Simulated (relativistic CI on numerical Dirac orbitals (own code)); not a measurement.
**Pd+: resonant inelastic scattering at the L2,3 edge**

Computed with this model: Dirac-Coulomb-Breit CI, KLI orbitals optimised for each configuration, model QED, Kramers-Heisenberg scattering through one core-hole configuration in a parametric crystal field, unscaled Slater integrals; configurations [Kr] 4d9 → [He] 2s2 2p5 3s2 3p6 3d10 4s2 4p6 4d10; 10 K; core-hole width 0.96 eV; summed over polarisations. Incident energies are the highest absorption maxima for each field (at most a few, so the weaker spin-orbit partner edge can be absent), on the computed scale of the free ion. Intensities are in per cent of the strongest line above 0.02 eV; levels within 1 cm⁻¹ are merged; final levels count from the ground level, the first row holds all elastic scattering, lines under 0.4 are left out and each table stops after 24 rows. The scale of the Slater integrals is a model choice and moves the terms in proportion.

Field parameters in Wybourne normalisation: Td as Oh with Dq negative (B⁴₀ = 21Dq, B⁴₄ = √(5/14) B⁴₀). The field is a parameter set, without covalency.

S is read from ⟨S²⟩ = S(S + 1).

Td, 10Dq = -1550 cm⁻¹:

| Final level (eV) | Degeneracy | Irrep | S | 3172.8 eV |
| --- | --- | --- | --- | --- |
| 0.000 | 2 | Γ7 | 0.50 | 52.3 |
| 0.093 | 4 | Γ8 | 0.50 | 100.0 |
| 0.518 | 4 | Γ8 | 0.50 | 22.0 |

Td, 10Dq = -3450 cm⁻¹:

```
Final level (eV)  Degeneracy  Irrep     S  3172.9 eV
           0.000           2     Γ7  0.50       59.3
           0.156           4     Γ8  0.50      100.0
           0.691           4     Γ8  0.50       38.5
```

Td, 10Dq = -5400 cm⁻¹:

| Final level (eV) | Degeneracy | Irrep | S | 3173 eV |
| --- | --- | --- | --- | --- |
| 0.000 | 2 | Γ7 | 0.50 | 66.7 |
| 0.187 | 4 | Γ8 | 0.50 | 100.0 |
| 0.902 | 4 | Γ8 | 0.50 | 55.7 |

For the first field the strongest loss at the lowest incident energy is the level at 0.09 eV (S = 0.50, against 0.50 in the thermal ground state).
